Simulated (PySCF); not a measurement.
# Electronic absorption of C5H8F2O

C₅H₈F₂O.
Atom-mapped SMILES: `[CH3:1][C@@:2]1([F:3])[CH2:4][CH2:5][C@H:6]([F:7])[O:8]1` (hydrogens: H9, H10, H11 on C1; H12, H13 on C4; H14, H15 on C5; H16 on C6)

Geometry (GFN2-xTB, Å), atoms numbered from 1 in this order:
```
atom  x, y, z in Å
C1     2.1211   -0.0714    0.0648
C2     0.6777   -0.1765   -0.3914
F3     0.6622   -0.9050   -1.5749
C4    -0.2920   -0.8527    0.5965
C5    -1.5751   -0.0184    0.4939
C6    -1.2151    1.0775   -0.5211
F7    -1.8045    0.7908   -1.7335
O8     0.1596    1.0946   -0.6479
H9     2.7017    0.4125   -0.7157
H10    2.1742    0.5225    0.9716
H11    2.5183   -1.0664    0.2443
H12   -0.4447   -1.8880    0.2992
H13    0.1269   -0.8280    1.6007
H14   -2.4166   -0.5947    0.1149
H15   -1.8473    0.4252    1.4491
H16   -1.5540    2.0871   -0.2619
```

Method used: TDDFT CAM-B3LYP/def2-SVPD, vertical, gas phase, core orbitals frozen in the response (PySCF 2.14.0, density-fitted response routines).

**Question.** Predict the UV-vis stick spectrum at this level.

**Answer.** 

```json
{"state": "S1", "E (eV)": "9.01", "E (hartree)": "0.3313", "f": "0.013", "main configurations (H = HOMO, L = LUMO)": "H→L (83%)"}
{"state": "S2", "E (eV)": "9.17", "E (hartree)": "0.3369", "f": "0.017", "main configurations (H = HOMO, L = LUMO)": "H-1→L (84%)"}
{"state": "S3", "E (eV)": "9.25", "E (hartree)": "0.3398", "f": "0.018", "main configurations (H = HOMO, L = LUMO)": "H-2→L (70%)"}
{"state": "S4", "E (eV)": "9.57", "E (hartree)": "0.3518", "f": "0.0059", "main configurations (H = HOMO, L = LUMO)": "H-3→L (82%)"}
{"state": "S5", "E (eV)": "9.83", "E (hartree)": "0.3614", "f": "0.0039", "main configurations (H = HOMO, L = LUMO)": "H→L+1 (42%), H→L+2 (11%)"}
{"state": "S6", "E (eV)": "9.96", "E (hartree)": "0.3662", "f": "0.047", "main configurations (H = HOMO, L = LUMO)": "H→L+1 (28%), H-2→L+1 (26%), H-1→L+1 (20%)"}
{"state": "S7", "E (eV)": "10.03", "E (hartree)": "0.3687", "f": "0.026", "main configurations (H = HOMO, L = LUMO)": "H-1→L+1 (56%), H-2→L+1 (10%)"}
{"state": "S8", "E (eV)": "10.08", "E (hartree)": "0.3705", "f": "0.017", "main configurations (H = HOMO, L = LUMO)": "H→L+2 (39%), H-5→L (16%), H-2→L+1 (11%)"}
```

Triplets (Tamm–Dancoff): T1 8.83 eV, H→L (62%), H-2→L (11%); T2 9.01 eV, H-1→L (71%); T3 9.07 eV, H-2→L (51%), H→L (16%), H-1→L (13%).

The lowest singlet lies at 9.01 eV (138 nm, vacuum ultraviolet) and is weak; its leading configuration is HOMO→LUMO (83%). The strongest level in the table is S6 at 9.96 eV (124 nm, f = 0.047). Löwdin shares by element: HOMO oxygen 39%, fluorine 26%, carbon 6% or more (atoms not listed hold the other 29%); LUMO carbon 37% or more, hydrogen 11% or more (atoms not listed hold the other 52%). Orbital energies (eV): HOMO-3 -11.53, HOMO-2 -11.06, HOMO-1 -10.95, HOMO -10.81, LUMO 1.13, LUMO+1 1.73, LUMO+2 2.09. The listed states span 1.07 eV, and the widest gap between neighbours is 0.33 eV (S3 to S4). Of the 8 states listed, 6 reach f = 0.01 and none stays under 0.0005. The window holds the lowest 8 singlets.

Time: 33 s of wall time. Hardware: one thread of an x86-64 server, on a shared host.

One conformer stands for the species.
